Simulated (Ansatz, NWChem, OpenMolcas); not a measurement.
# From Li to Cs: the HOMO–LUMO gap

One atom is swapped for its congeners: LiBr; NaBr; KBr; RbBr; CsBr. All are singlets with charge 0.

Shapes, held fixed at every level: PBE0-D4/def2-TZVP; RbBr, CsBr at the measured bond length. Programs: Ansatz 0.2.0, NWChem 7.3.0, OpenMolcas 26.06. A level may come from different programs for different species; with the same settings they agree closely. Values in eV.

| level | LiBr | NaBr | KBr | RbBr | CsBr |
| --- | --- | --- | --- | --- | --- |
| HF/3-21G | 8.99 | 8.05 | 7.23 | 7.05 | 7.27 |
| HF/def2-SVP | 9.26 | 8.42 | 7.97 | 7.91 | 7.97 |
| PBE0/def2-SVP | 5.15 | 4.31 | 4.01 | 4.12 | 4.29 |

At PBE0/def2-SVP the HOMO–LUMO gap isn't monotonic: it is largest for Li and smallest for K (5.15 and 4.01 eV). 1 of 3 levels show this order throughout; 1 agree on the largest and the smallest. For atoms past krypton def2 sets carry core potentials with scalar relativity. All-electron rows are non-relativistic unless named. Relativity is left out for Br unless named. Orbital gaps aren't excitation energies, and the LUMO depends on the basis.
